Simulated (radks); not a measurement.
Spin polarisation of the 4f13 shell in Tm2+. Start: [Xe] 4f(up 6.5, down 6.5); electrons of 4f are moved from spin down to spin up, other shells keep equal spins. Method: scalar-relativistic Kohn-Sham, PBEsol, spin-polarised, spherical densities, point nucleus; computed with a radial shooting solver on a logarithmic mesh with Libxc functionals.

\begin{tabular}{lrrrrr}
moment (Bohr magnetons) & E - E(0) (eV) & e(4f up) (eV) & e(4f down) (eV) & 5p down minus up (eV) & 5s down minus up (eV) \\ \hline
0 & 0.000 & -17.582 & -17.582 & 0.000 & 0.000 \\
0.25 & -0.012 & -17.677 & -17.487 & 0.074 & 0.104 \\
0.5 & -0.047 & -17.769 & -17.390 & 0.148 & 0.209 \\
0.75 & -0.107 & -17.860 & -17.291 & 0.222 & 0.313 \\
1 & -0.190 & -17.950 & -17.191 & 0.296 & 0.417 \\
\end{tabular}

At moment 1 the spin-polarisation energy is -0.190 eV and the 4f exchange splitting 0.759 eV, that is 0.759 eV per Bohr magneton; E = -I m^2/4 would give I = 0.759 eV.
